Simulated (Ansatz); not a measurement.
`[Cl][Al]1[CH2][SiH2]1` → Al• + C• + Cl• + 4 H• + Si•  (atomization)

Calculated with Ansatz (gas phase, PBE0-D4/def2-TZVP geometries, no zero-point term in ΔE). CBS: MP2 limit from def2 TZ/QZ plus the TZ coupled-cluster correction, frozen cores. This one scheme is used for every species, atoms too. DFT in def2-TZVPP. Open shells (•) are unrestricted, without spin–orbit coupling. Spin–orbit coupling would lower the free atoms: a little for Al, C, Cl, Si.

Q: What is ΔE at CCSD(T)/CBS? (An estimate is asked.)

A: The calculation gave: +2530.4 kJ/mol.

Q: What do these levels give: BLYP-D4, ωB97X-V, revPBE, BLYP, r2SCAN, r2SCAN0? (An estimate is asked.)

A: Computed: BLYP-D4 2483.5, ωB97X-V 2544.0, revPBE 2449.5, BLYP 2446.2, r2SCAN 2548.4, r2SCAN0 2516.5 kJ/mol.

Largest T1 diagnostic among the species: 0.018.

From r2SCAN to r2SCAN0 (25 % exact exchange), in def2-TZVPP and without D4, ΔE moves by −31.9 kJ/mol: exact exchange takes away binding that semilocal exchange gives to molecules. Leaving LDA and LC-ωPBE aside and taking each functional with its dispersion term where it has one, the values, not all of them listed here, spread over 106.6 kJ/mol, from BHLYP-D4 to B97M-V. LDA lies +316.9 kJ/mol from PBE without D4, its usual overbinding.

For atomizations the MP2-based limit and the directly extrapolated one differ by several kJ/mol either way, and by 10 to 25 for some Ge, Se and Sn compounds, so smaller differences from it don't rank the levels.
